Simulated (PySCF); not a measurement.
## Scalar relativity in Cl³⁺ (chlorine, charge +3)

[Ne] 3s2 3p2, high-spin 3P determinant; PBE calculated with PySCF 2.14 in dyall-av3z (19s12p3d2f, 84 functions), once non-relativistic with a point nucleus and once with spin-free X2C-1e and a Gaussian nucleus.

```
shell  ε non-rel. (eV)  ε X2C (eV)  rms r non-rel. (bohr, spins averaged)  rms r X2C (bohr, spins averaged)  change of radius (%)
 1s α          -2787.0     -2796.5                                 0.1060                            0.1053                 -0.58
 1s β          -2786.6     -2796.0                                 0.1060                            0.1053                 -0.58
 2s α          -295.88     -297.53                                 0.4853                            0.4831                 -0.47
 2s β          -295.46     -297.11                                 0.4853                            0.4831                 -0.47
 2p α          -236.74     -236.74                                 0.4532                            0.4525                 -0.14
 2p β          -236.15     -236.15                                 0.4532                            0.4525                 -0.14
 3s α          -59.762     -59.975                                  1.498                             1.493                 -0.32
 3s β          -56.787     -56.996                                  1.498                             1.493                 -0.32
 3p α          -46.268     -46.265                                  1.626                             1.625                 -0.05
```

The total energy goes from -457.1664 to -458.5947 hartree.

Relativity contracts and stabilises s shells directly. The contracted s shells screen the nucleus better, so for spin-averaged p shells the direct and indirect effects partly cancel.
